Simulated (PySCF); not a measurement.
## How methods differ on the ionisation energy of Pm(45+)

Pm(45+) [Ne] 3s2 3p4 (3P) → Pm(46+) [Ne] 3s2 3p3 (4S), as a difference of total energies. All numbers are calculated (PySCF 2.14, scalar relativity by spin-free X2C-1e, in an uncontracted even-tempered set (18 s from 8.8 bohr⁻², ratio 2.5; 12 p from 11 bohr⁻², ratio 2.5; 4 d from 50 bohr⁻², ratio 2.7; 4 f from 74 bohr⁻², ratio 2.7)). Correlated levels: outer shells: 1s2 frozen; virtual orbitals above 40 to 60 times the deepest correlated orbital energy dropped. The calculations carry no spin-orbit coupling.

| method | ionisation energy (eV) |
| --- | --- |
| UHF | 3750.3 |
| MP2 (outer shells) | 3751.4 |
| SCS-MP2 (outer shells) | 3751.4 |
| CCSD (outer shells) | 3751.4 |
| CCSD(T) (outer shells) | 3751.4 |

Spin-orbit coupling is strong in these open shells (close to jj coupling). The scalar numbers leave it out and a first-order estimate fails, so it can dominate the gap to the real levels.

The ground level that NIST lists for one species does not belong to the high-spin term computed here, so part of any gap is the choice of state.

Breit and QED terms and the two-electron picture change are absent.

For comparison: 3718 ± 4 eV (theoretical estimate listed by NIST; NIST Atomic Spectra Database, ionization energies).
